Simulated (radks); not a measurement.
All-electron atom: Sm III in [Xe] 4f6. Calculated with a radial shooting solver on a logarithmic mesh with Libxc functionals: non-relativistic Kohn-Sham, PBE, spin-unpolarised, spherical densities, point nucleus; relativity is left out, which matters for an element this heavy. Some entries of the table are withheld. Estimate them.

orbital,occ.,eigenvalue (eV),<1/r> (bohr^-1)
1s,2,(1),61.46
2s,2,-6970.431,14.26
2p,6,-6620.026,(2)
3s,2,-1530.789,5.350
3p,6,-1376.299,5.287
3d,10,-1088.551,5.181
4s,2,-308.9121,2.272
4p,6,(3),2.178
4d,10,-144.0414,1.969
5s,2,(4),0.8736
5p,6,-35.4742,0.7686
4f,6,-18.5990,(5)

Answer. 
(1) 1s eigenvalue (eV): -44058.53
(2) 2p <1/r> (bohr^-1): 14.28
(3) 4p eigenvalue (eV): -249.4382
(4) 5s eigenvalue (eV): -51.1467
(5) 4f <1/r> (bohr^-1): 1.420
